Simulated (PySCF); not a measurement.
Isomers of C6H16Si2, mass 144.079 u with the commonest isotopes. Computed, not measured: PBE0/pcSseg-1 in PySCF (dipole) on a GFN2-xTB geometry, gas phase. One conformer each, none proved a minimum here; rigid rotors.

**Question.** Order these by out-of-plane moment Σ m c² = (Ia + Ib − Ic)/2, largest first.
A. `[CH2:1]=[CH:2][Si@@H:3]([CH2:4][CH2:5][CH3:6])[SiH2:7][CH3:8]` with C1–C2–Si3–C4 -131°, C2–Si3–C4–C5 42°, Si3–C4–C5–C6 62°, C2–Si3–Si7–C8 90°
B. `[CH2:1]=[C:2]([CH3:3])[Si:4]([CH3:5])([CH3:6])[SiH2:7][CH3:8]` with C1–C2–Si4–C5 -22°, C2–Si4–Si7–C8 -59°
C. `[CH3:1][SiH2:2][C@@H:3]1[CH2:4][CH2:5][C@H:6]([CH3:7])[SiH2:8]1` with C1–Si2–C3–C4 -176°, Si2–C3–C4–C5 -88°, C3–C4–C5–C6 -52°, C4–C5–C6–C7 165°, C5–C6–Si8–C3 -16°

**Answer.** B (147.99 u·Å²), A (102.22 u·Å²), C (69.46 u·Å²).

**Question.** Order these by rotational constant A, largest first.
A. `[CH3:1][SiH2:2][C@@H:3]1[CH2:4][CH2:5][C@H:6]([CH3:7])[SiH2:8]1` with C1–Si2–C3–C4 -176°, Si2–C3–C4–C5 -88°, C3–C4–C5–C6 -52°, C4–C5–C6–C7 165°, C5–C6–Si8–C3 -16°
B. `[CH2:1]=[CH:2][Si@@H:3]([CH2:4][CH2:5][CH3:6])[SiH2:7][CH3:8]` with C1–C2–Si3–C4 -131°, C2–Si3–C4–C5 42°, Si3–C4–C5–C6 62°, C2–Si3–Si7–C8 90°
C. `[CH2:1]=[C:2]([CH3:3])[Si:4]([CH3:5])([CH3:6])[SiH2:7][CH3:8]` with C1–C2–Si4–C5 -22°, C2–Si4–Si7–C8 -59°

**Answer.** A (2353 MHz), B (1597 MHz), C (1412 MHz).

**Question.** Order these by rotational constant B, smallest first.
A. `[CH3:1][SiH2:2][C@@H:3]1[CH2:4][CH2:5][C@H:6]([CH3:7])[SiH2:8]1` with C1–Si2–C3–C4 -176°, Si2–C3–C4–C5 -88°, C3–C4–C5–C6 -52°, C4–C5–C6–C7 165°, C5–C6–Si8–C3 -16°
B. `[CH2:1]=[CH:2][Si@@H:3]([CH2:4][CH2:5][CH3:6])[SiH2:7][CH3:8]` with C1–C2–Si3–C4 -131°, C2–Si3–C4–C5 42°, Si3–C4–C5–C6 62°, C2–Si3–Si7–C8 90°
C. `[CH2:1]=[C:2]([CH3:3])[Si:4]([CH3:5])([CH3:6])[SiH2:7][CH3:8]` with C1–C2–Si4–C5 -22°, C2–Si4–Si7–C8 -59°

**Answer.** A (859.2 MHz), B (897.8 MHz), C (993.6 MHz).

```tsv
SMILES	point group	Ia (u·Å²)	Ib (u·Å²)	Ic (u·Å²)	κ	μa (D)	μb (D)	μc (D)
C=C(C)[Si](C)(C)[SiH2]C	C1	358.01	508.62	570.66	-0.59	0.46	0.04	0.30
C[SiH2][C@@H]1CC[C@H](C)[SiH2]1	C1	214.74	588.17	663.99	-0.88	0.24	0.08	0.46
C=C[Si@@H](CCC)[SiH2]C	C1	316.54	562.89	674.99	-0.65	0.29	0.26	0.03
```
